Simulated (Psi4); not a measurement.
Cl$_{6}$OSi$_{2}$, quintet, at the geometry of the source list (a higher spin typed on purpose: for a closed-shell molecule this is an excited state); MP2/3-21G run with Psi4 1.11.

The Psi4 input:
```
memory 2 GB

molecule mol {
0 5
  Cl    2.236400    0.157000   -1.775300
  Si    1.556600    0.376300    0.089600
  Cl    2.606400   -0.687300    1.410800
  Cl    1.412400    2.300800    0.605100
  O     0.060700   -0.260300    0.124700
  Si   -1.545900   -0.422400   -0.067500
  Cl   -2.023300    0.319100   -1.859900
  Cl   -2.412900    0.599800    1.412800
  Cl   -1.890400   -2.383100    0.059700
}

set basis 3-21g
set reference uhf

energy('mp2')
print_variables()
```

What the program printed (banner, timings and long lists left out):

```
    SCF Algorithm Type (re)set to DF.

   => Loading Basis Set <=

    Name: 3-21G
    Role: ORBITAL
    Keyword: BASIS

         ---------------------------------------------------------
                                   SCF
               by Justin Turney, Rob Parrish, Andy Simmonett
                          and Daniel G. A. Smith
                              UHF Reference
         ---------------------------------------------------------

  ==> Geometry <==

    Molecular point group: c1
    Full point group: C1

    Geometry (in Angstrom), charge = 0, multiplicity = 5:

       Center              X                  Y                   Z               Mass
    ------------   -----------------  -----------------  -----------------  -----------------
         CL           2.240753078684     0.138339750724    -1.766354249033    34.968852682000
         SI           1.560953078684     0.357639750724     0.098545750967    27.976926534650
         CL           2.610753078684    -0.705960249276     1.419745750967    34.968852682000
         CL           1.416753078684     2.282139750724     0.614045750967    34.968852682000
         O            0.065053078684    -0.278960249276     0.133645750967    15.994914619570
         SI          -1.541546921316    -0.441060249276    -0.058554249033    27.976926534650
         CL          -2.018946921316     0.300439750724    -1.850954249033    34.968852682000
         CL          -2.408546921316     0.581139750724     1.421745750967    34.968852682000
         CL          -1.886046921316    -2.401760249276     0.068645750967    34.968852682000

  Running in c1 symmetry.

  Rotational constants: A =      0.02210  B =      0.01111  C =      0.01109 [cm^-1]
  Rotational constants: A =    662.62462  B =    333.14226  C =    332.47709 [MHz]
  Nuclear repulsion = 1362.155392937980650

  Charge       = 0
  Multiplicity = 5
  Electrons    = 138
  Nalpha       = 71
  Nbeta        = 67

  ==> Algorithm <==

  SCF Algorithm Type is DF.
  DIIS enabled.
  MOM disabled.
  Fractional occupation disabled.
  Guess Type is SAD.
  Energy threshold   = 1.00e-08
  Density threshold  = 1.00e-08
  Integral threshold = 1.00e-12

  ==> Primary Basis <==

  Basis Set: 3-21G
    Blend: 3-21G
    Number of shells: 61
    Number of basis functions: 113
    Number of Cartesian functions: 113
    Spherical Harmonics?: false
    Max angular momentum: 1

   => Loading Basis Set <=

    Name: (3-21G AUX)
    Role: JKFIT
    Keyword: DF_BASIS_SCF

[...]
  @DF-UHF Final Energy: -3392.72656585021741
    Total Energy =                      -3392.7265658502174119
[...]
 Magnitude           :                                                    0.0891769

 ------------------------------------------------------------------------------------

  //>>>>>>>>>>>>>>>>>>>>>>>>>>>>>>>>>>>//
  //               DFMP2               //
  //<<<<<<<<<<<<<<<<<<<<<<<<<<<<<<<<<<<//

   => Loading Basis Set <=

    Name: (3-21G AUX)
    Role: RIFIT
    Keyword: DF_BASIS_MP2

	 --------------------------------------------------------
	                          DF-MP2
	      2nd-Order Density-Fitted Moller-Plesset Theory

	        Rob Parrish, Justin Turney, Andy Simmonett,
	           Ed Hohenstein, and C. David Sherrill
	 --------------------------------------------------------

	 --------------------------------------------------------
	                 NBF =   113, NAUX =   544
	 --------------------------------------------------------
	   CLASS    FOCC     OCC    AOCC    AVIR     VIR    FVIR
	   ALPHA       0      71      71      42      42       0
	    BETA       0      67      67      46      46       0
	 --------------------------------------------------------

	-----------------------------------------------------------
	 ==================> DF-MP2 Energies <====================
	-----------------------------------------------------------
	 Reference Energy          =   -3392.7265658502174119 [Eh]
	 Singles Energy            =      -0.0000000000000000 [Eh]
	 Same-Spin Energy          =      -0.1554336457768646 [Eh]
	 Opposite-Spin Energy      =      -0.3884211767699042 [Eh]
	 Correlation Energy        =      -0.5438548225467688 [Eh]
	 Total Energy              =   -3393.2704206727639757 [Eh]
	-----------------------------------------------------------
	 ================> DF-SCS-MP2 Energies <==================
	-----------------------------------------------------------
	 SCS Same-Spin Scale       =       0.3333333333333333 [-]
	 SCS Opposite-Spin Scale   =       1.2000000000000000 [-]
	 SCS Same-Spin Energy      =      -0.0518112152589549 [Eh]
	 SCS Opposite-Spin Energy  =      -0.4661054121238850 [Eh]
	 SCS Correlation Energy    =      -0.5179166273828399 [Eh]
	 SCS Total Energy          =   -3393.2444824776002861 [Eh]
	-----------------------------------------------------------

  Variable Map:
  ----------------------------------------------------------------------------
[...]
  Array Variable Map:
  ----------------------------------------------------------------------------
[...]
[...]
```
